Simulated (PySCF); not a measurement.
**Electron correlation in O⁺ (oxygen, charge +1)**

[He] 2s2 2p3, high-spin 4S determinant. Calculation: PySCF 2.14, in cc-pVDZ-DK; scalar relativity by spin-free X2C-1e. Frozen: 1s2; 5 electrons correlated.

MP2 pair energies summed by pair of shells (mhartree):

```tsv
pair	energy	share (%)
2s-2p	-45.98	65.8
2p-2p	-16.52	23.6
2s-2s	-7.41	10.6
```

Total MP2 correlation energy: -69.91 mhartree.

Same-spin part -19.53 and opposite-spin part -50.37 mhartree; SCS-MP2 scales them by 1/3 and 6/5 to -66.96 mhartree.

```csv
level,correlation energy (mhartree)
CCSD,-84.82
(T),-0.53
CCSD(T),-85.35
```

Diagnostics: T1 = 0.0036, D1 = 0.0066, largest double amplitude 0.035.

Cost of the coupled-cluster step: 0.11 s of wall time on 1 thread of Neoverse-N1 (shared host), for 5 correlated electrons.
